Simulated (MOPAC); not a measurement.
A run for MOPAC: PM6 on CH7PSi (SMILES C[SiH2]P), a point of a torsion scan.

```
PM6 1SCF PRECISE CHARGE=0 THREADS=1
CH7PSi

C     -1.18726884 1     0.63859642 1    -0.07438101 1
Si    -0.10052981 1    -0.91182269 1     0.08171187 1
P      2.03483096 1    -0.27823965 1    -0.19932199 1
H     -2.24112518 1     0.37974708 1    -0.06220757 1
H     -1.00676913 1     1.33478443 1     0.74041838 1
H     -0.98368933 1     1.16219852 1    -1.00476047 1
H     -0.34202081 1    -1.55287280 1     1.38255547 1
H     -0.39266397 1    -1.87697167 1    -0.98365582 1
H      2.05390807 1     0.59668962 1     0.87210217 1
H      2.57566765 1    -1.30626671 1     0.54938452 1
```

Program output:

```
*******************************************************************************
 **                                                                           **
 **                              MOPAC v23.2.5                                **
 **                                                                           **
 *******************************************************************************
 ** MOPAC's Digital Object Identifier: https://doi.org/10.5281/zenodo.6511958 **
 **                                                                           **
 ** Please cite the open-source release paper for use of this MOPAC version:  **
 ** J. E. Moussa and J. J. P. Stewart (2026)                                  **
 ** MOPAC: An open-source semiempirical molecular orbital program             **
 ** J. Open Source Softw., 11(119), 8025, https://doi.org/10.21105/joss.08025 **
 *******************************************************************************

                              PM6 CALCULATION RESULTS

 *******************************************************************************
 *  PM6        - The PM6 Hamiltonian to be used
 *
 *
 *
 *                 CHARGE ON SYSTEM = 0
 *
 *
 *
 *  PRECISE    - TIGHTER CRITERIA TO BE USED
 *  1SCF       - DO 1 SCF AND THEN STOP
 *  THREADS=1  - MULTI-THREADING NOT USED
 *  T=         - A TIME OF 172800.0 SECONDS REQUESTED
 *  DUMP=N     - RESTART FILE WRITTEN EVERY 7200.0 SECONDS REQUESTED
 *******************************************************************************
PM6 1SCF PRECISE CHARGE=0 THREADS=1
 CH7PSi

   ATOM   CHEMICAL          X               Y               Z
  NUMBER   SYMBOL      (ANGSTROMS)     (ANGSTROMS)     (ANGSTROMS)

     1       C         -1.18726884  *   0.63859642  *  -0.07438101  *
     2      Si         -0.10052981  *  -0.91182269  *   0.08171187  *
     3       P          2.03483096  *  -0.27823965  *  -0.19932199  *
     4       H         -2.24112518  *   0.37974708  *  -0.06220757  *
     5       H         -1.00676913  *   1.33478443  *   0.74041838  *
     6       H         -0.98368933  *   1.16219852  *  -1.00476047  *
     7       H         -0.34202081  *  -1.55287280  *   1.38255547  *
     8       H         -0.39266397  *  -1.87697167  *  -0.98365582  *
     9       H          2.05390807  *   0.59668962  *   0.87210217  *
    10       H          2.57566765  *  -1.30626671  *   0.54938452  *



          CARTESIAN COORDINATES

    NO.       ATOM           X           Y           Z

     1         C         -1.1873      0.6386     -0.0744
     2        Si         -0.1005     -0.9118      0.0817
     3         P          2.0348     -0.2782     -0.1993
     4         H         -2.2411      0.3797     -0.0622
     5         H         -1.0068      1.3348      0.7404
     6         H         -0.9837      1.1622     -1.0048
     7         H         -0.3420     -1.5529      1.3826
     8         H         -0.3927     -1.8770     -0.9837
     9         H          2.0539      0.5967      0.8721
    10         H          2.5757     -1.3063      0.5494

 General Reference for PM6:
 "Optimization of Parameters for Semiempirical Methods V: Modification of NDDO Approximations
 and Application to 70 Elements", J. J. P. Stewart, J. Mol. Mod., 13, 1173-1213 (2007)
 URL: https://link.springer.com/article/10.1007/s00894-007-0233-4

           Empirical Formula: C H7 Si P  =    10 atoms



      MOLECULAR POINT GROUP   :   C1


      RHF CALCULATION, NO. OF DOUBLY OCCUPIED LEVELS = 10


 -------------------------------------------------------------------------------
 PM6 1SCF PRECISE CHARGE=0 THREADS=1
 CH7PSi



     1SCF WAS SPECIFIED, SO BFGS WAS NOT USED
     SCF FIELD WAS ACHIEVED


                              PM6 CALCULATION
                                                       MOPAC v23.2.5 Linux




          FINAL HEAT OF FORMATION =       -109.64026 KCAL/MOL =    -458.73483 KJ/MOL


          COSMO AREA              =        120.23 SQUARE ANGSTROMS
          COSMO VOLUME            =        110.47 CUBIC ANGSTROMS

          IONIZATION POTENTIAL    =          9.432965 EV
          HOMO LUMO ENERGIES (EV) =         -9.433  0.244
          NO. OF FILLED LEVELS    =         10
          MOLECULAR WEIGHT        =         78.1256         POINT GROUP:  C1

          MOLECULAR DIMENSIONS (Angstroms)

            Atom       Atom       Distance
            H    10    H     4     5.13986
            H     9    H     8     3.55684
            H     6    H     7     3.03698


          SCF CALCULATIONS        =          1





   ATOM   CHEMICAL          X               Y               Z
  NUMBER   SYMBOL      (ANGSTROMS)     (ANGSTROMS)     (ANGSTROMS)

     1       C         -1.18726884  *   0.63859642  *  -0.07438101  *
     2      Si         -0.10052981  *  -0.91182269  *   0.08171187  *
     3       P          2.03483096  *  -0.27823965  *  -0.19932199  *
     4       H         -2.24112518  *   0.37974708  *  -0.06220757  *
     5       H         -1.00676913  *   1.33478443  *   0.74041838  *
     6       H         -0.98368933  *   1.16219852  *  -1.00476047  *
     7       H         -0.34202081  *  -1.55287280  *   1.38255547  *
     8       H         -0.39266397  *  -1.87697167  *  -0.98365582  *
     9       H          2.05390807  *   0.59668962  *   0.87210217  *
    10       H          2.57566765  *  -1.30626671  *   0.54938452  *

                             CARTESIAN COORDINATES

   1    C       -1.187268840     0.638596420    -0.074381010
   2   Si       -0.100529810    -0.911822690     0.081711870
   3    P        2.034830960    -0.278239650    -0.199321990
   4    H       -2.241125180     0.379747080    -0.062207570
   5    H       -1.006769130     1.334784430     0.740418380
   6    H       -0.983689330     1.162198520    -1.004760470
   7    H       -0.342020810    -1.552872800     1.382555470
   8    H       -0.392663970    -1.876971670    -0.983655820
   9    H        2.053908070     0.596689620     0.872102170
  10    H        2.575667650    -1.306266710     0.549384520


           Empirical Formula: C H7 Si P  =    10 atoms



      MOLECULAR POINT GROUP   :   C1


                  EIGENVALUES
 -25.15545 -22.48918 -17.71546 -14.61253 -14.18016 -13.84952 -12.24955 -11.19341
 -11.00441  -9.43296   0.24417   0.71053   1.05497   1.63098   1.72096   2.04105
   3.70967   4.32453   4.42440   4.62450   5.18450   5.86696   5.91602   7.11185
 134.82349 135.09106 135.19636 135.36558 135.41227


              NET ATOMIC CHARGES AND DIPOLE CONTRIBUTIONS

  ATOM NO.   TYPE          CHARGE      No. of ELECS.   s-Pop       p-Pop       d-Pop
    1          C          -0.797149        4.7971     1.07799     3.71916
    2         Si           0.225936        3.7741     1.21131     1.95723     0.60552
    3          P          -0.092183        5.0922     1.58711     3.49266     0.01242
    4          H           0.195199        0.8048     0.80480
    5          H           0.192545        0.8075     0.80745
    6          H           0.200284        0.7997     0.79972
    7          H          -0.007877        1.0079     1.00788
    8          H           0.005369        0.9946     0.99463
    9          H           0.037882        0.9621     0.96212
   10          H           0.039994        0.9600     0.96001
 DIPOLE           X         Y         Z       TOTAL
 POINT-CHG.     0.429    -0.735     0.308     0.905
 HYBRID        -1.233     0.604     1.491     2.026
 SUM           -0.804    -0.131     1.799     1.975


          ATOMIC ORBITAL ELECTRON POPULATIONS

     Atom    s        px        py        pz      x^2-y^2     xz        z^2       yz        xy
    1  C   1.07799   1.23742   1.27851   1.20323
    2 Si   1.21131   0.60664   0.61265   0.73793   0.12411   0.04675   0.12433   0.20579   0.10455
    3  P   1.58711   1.14894   1.02578   1.31794   0.00260   0.00156   0.00148   0.00435   0.00243
    4  H   0.80480
    5  H   0.80745
    6  H   0.79972
    7  H   1.00788
    8  H   0.99463
    9  H   0.96212
   10  H   0.96001

 **********************
 *                    *
 * JOB ENDED NORMALLY *
 *                    *
 **********************




 == MOPAC DONE ==
```

The run finished.

Cost: about 0.020 core-seconds (a rough figure).
